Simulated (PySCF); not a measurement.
C2H7ClSi2.
Cartesian coordinates in Å at the PBE0-D3(BJ)/def2-SVP level; atoms count from 1:
```xyz
12
C2H7ClSi2 angstrom
Si     2.050    1.387    1.129
C      0.280    0.755    1.050
C     -0.812    1.533    1.037
Si    -2.603    0.957    0.958
Cl    -0.645    3.278    1.100
H      2.350    2.255   -0.047
H      2.275    2.164    2.384
H      2.966    0.208    1.113
H      0.097   -0.326    1.011
H     -3.331    1.434    2.169
H     -2.615   -0.535    0.901
H     -3.252    1.526   -0.259
```

Computed, not measured: PySCF 2.14.0, PBE0-D3(BJ)/def2-SVP geometry optimisation, gas phase.

Take the most abundant isotopes and a rigid rotor. 

(1) What are A, B and C (MHz)?

(2) What kind of rotor is it?

(3) What does the inertial defect say?

(4) Give the other two planar moments, Paa and Pbb, and the rms extents of the mass along the axes.

(5) Which lines would a microwave search look for?

(6) Estimate the classical rotational partition function at 10 K, 200 K and 500 K.

Results:

(1) Ia = 133.87, Ib = 368.20, Ic = 490.15 u·Å²; 505379 MHz·u·Å²/I gives A = 3775, B = 1373, C = 1031 MHz.

(2) An asymmetric top. Ray's parameter κ = (2B − A − C)/(A − C) = -0.751; −1 is the prolate and +1 the oblate limit.

(3) Not planar: Δ = Ic − Ia − Ib = -11.93 u·Å². For a rigid frame Δ = −2 Σ m c², so Σ m c² = 5.96 u·Å² lies off the ab plane, practically all of it from hydrogen. The atom farthest from that plane is 1.22 Å away.

(4) Paa = Σ m a² = (Ib + Ic − Ia)/2 = 362.24 and Pbb = Σ m b² = (Ia + Ic − Ib)/2 = 127.91 u·Å². With the mass M = 121.98 u, the rms extents √(P/M) along a, b and c are 1.72, 1.02, 0.22 Å.

(5) The dipole components are |μa| = 0.42 D, |μb| = 1.15 D, |μc| = 0.00 D; the mirror of this Cs structure is the ab plane, so μc vanishes by symmetry and there are no c-type lines. Intensities carry the squares of the components, which stand as 0.13 : 1.00 (a : b). Some lines, for components of 0.1 D or more:

| type | branch | J(Ka,Kc) | MHz | lower level (cm⁻¹) |
| --- | --- | --- | --- | --- |
| b | R | 3(1,2) ← 2(2,1) | 493 | 0.584 |
| a | Q | 2(1,1) ← 2(1,2) | 1024 | 0.309 |
| b | R | 2(0,2) ← 1(1,1) | 2371 | 0.160 |
| a | R | 1(0,1) ← 0(0,0) | 2404 | 0.000 |
| b | Q | 1(1,0) ← 1(0,1) | 2744 | 0.080 |
| b | Q | 3(1,2) ← 3(0,3) | 3743 | 0.475 |
| a | R | 3(1,3) ← 2(1,2) | 6678 | 0.309 |
| a | R | 3(0,3) ← 2(0,2) | 7078 | 0.239 |
| b | Q | 2(2,0) ← 2(1,1) | 7241 | 0.343 |
| b | Q | 2(2,1) ← 2(1,2) | 8232 | 0.309 |
| b | Q | 3(2,2) ← 3(1,3) | 8764 | 0.532 |
| b | R | 3(2,2) ← 2(1,1) | 14418 | 0.343 |
| b | R | 3(2,1) ← 2(1,2) | 15610 | 0.309 |
| b | R | 3(3,1) ← 2(2,0) | 20064 | 0.585 |

(6) Point group Cs, symmetry number σ = 1; q = (√π/σ)·√((kT/h)³/(ABC)), k/h = 20836.6 MHz/K: 2310 at 10 K, 206000 at 200 K, 815000 at 500 K.

No PBE0-D3(BJ)/def2-SVP frequencies stand behind this structure, so it isn't proved a minimum. These are rigid-rotor constants of the computed structure; measured ground-state constants (B0) also hold zero-point vibration. A rigid rotor knows nothing of internal rotation, which can split or shift real lines. Quadrupole hyperfine structure (35Cl) is left out.
